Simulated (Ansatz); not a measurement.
As₃H₃⁺, that is cyclo-(AsH)3 with one electron fewer. The state is a doublet with charge 1. Geometry PBE-D4/def2-SVP, that of the neutral singlet; atoms count from 1.

Cartesian coordinates in Å:
```
As -0.6440 -0.0352 1.3162
As 0.5429 -1.2284 -0.4962
As 0.7075 1.2353 -0.3496
H -1.9413 0.0091 0.4793
H 1.7928 -1.3844 0.3994
H -0.4580 1.4035 -1.3491
```

(1) Estimate the Mulliken populations from the PBE0/def2-TZVP orbitals of Ansatz.

(2) Where does the spin sit?

(3) And the Mayer bond orders between bonded heavy atoms (over 0.3)?

Results:

(1) 
| atom | charge (e) | spin (α − β) |
| --- | --- | --- |
| As1 | 0.16 | 0.27 |
| As2 | 0.20 | 0.45 |
| As3 | 0.16 | 0.27 |
| H4 | 0.16 | 0.01 |
| H5 | 0.16 | -0.02 |
| H6 | 0.16 | 0.01 |
Mulliken values and Mayer orders depend strongly on the basis.

(2) Summed by element: As 1.00, H 0.00, of 1 unpaired in all. Largest on single atoms: As2 0.45, As3 0.27, As1 0.27.

(3) As1–As2 0.88 (2.47 Å); As1–As3 1.17 (2.49 Å); As2–As3 0.88 (2.47 Å).
